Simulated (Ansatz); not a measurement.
Vertical ionisation energy (eV) of eight halogen compounds: PBE beside PBE0, computed with Ansatz (a quantum-chemistry and plane-wave program) for isolated molecules in the bases named; differences from unrounded values. The eight are the first of their class met in an unordered collection, after screening for sound electronic states; none was chosen by its value. Functionals give these values as differences of separate SCF runs (ΔSCF), EOM-CCSD as a root; each molecule has one DFT geometry for both levels.

```json
[
 {"molecule": "C₃H₃F₃, SMILES F[C@H]1CC1(F)F", "basis": "def2-SVPD", "PBE0": "11.07", "PBE": "10.58", "difference": "-0.49"},
 {"molecule": "C2BrCl2F, SMILES F/C(Cl)=C(/Cl)Br", "basis": "def2-SVPD", "PBE0": "9.37", "PBE": "9.05", "difference": "-0.32"},
 {"molecule": "3-fluoropenta-1,2,4-triene (C5H5F), SMILES C=C=C(F)C=C", "basis": "def2-SVPD", "PBE0": "8.72", "PBE": "8.64", "difference": "-0.09"},
 {"molecule": "trifluoroacetic acid (C2HF3O2), SMILES O=C(O)C(F)(F)F", "basis": "def2-SVPD", "PBE0": "11.92", "PBE": "11.54", "difference": "-0.38"},
 {"molecule": "C5H5F, SMILES C(=CC(=C)F)=C", "basis": "def2-SVPD", "PBE0": "8.77", "PBE": "8.69", "difference": "-0.08"},
 {"molecule": "C4HCl2F, SMILES C#CC(F)=C(Cl)Cl", "basis": "def2-SVPD", "PBE0": "9.19", "PBE": "8.92", "difference": "-0.26"},
 {"molecule": "(Z)-1-fluorobut-1-ene (C4H7F), SMILES CC/C=C\\F", "basis": "def2-SVPD", "PBE0": "9.56", "PBE": "9.43", "difference": "-0.13"},
 {"molecule": "C2H2ClF3, SMILES FC(F)[C@H](F)Cl", "basis": "def2-SVPD", "PBE0": "11.85", "PBE": "11.23", "difference": "-0.62"}
]
```

PBE lies below PBE0 in 8 and above it in 0 of the eight; the mean signed difference is -0.30 and the largest -0.62 eV.
